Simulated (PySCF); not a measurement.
silanone (H2OSi), SMILES O=[SiH2]. Coordinates come from a B3LYP-D3(BJ)/def2-TZVP optimisation.

TDDFT-PBE/def2-TZVPD (PySCF) puts the lowest singlet excitations at 3.74, 5.54, 5.74, 5.79, 6.57, 6.71 eV and the lowest triplet (TDA) at 3.37 eV.

### Question
What are the lowest singlet roots from EOM-CCSD/aug-cc-pVDZ run with PySCF? (Estimate from the structure and the level; the computed values follow.)

### Answer
4.18, 6.12, 6.28, 6.48, 7.49, 7.52 eV; triplets 3.96, 4.39, 5.88 eV. S1 differs by 0.44 eV (second minus first; roots are paired by order, and the bases may differ).
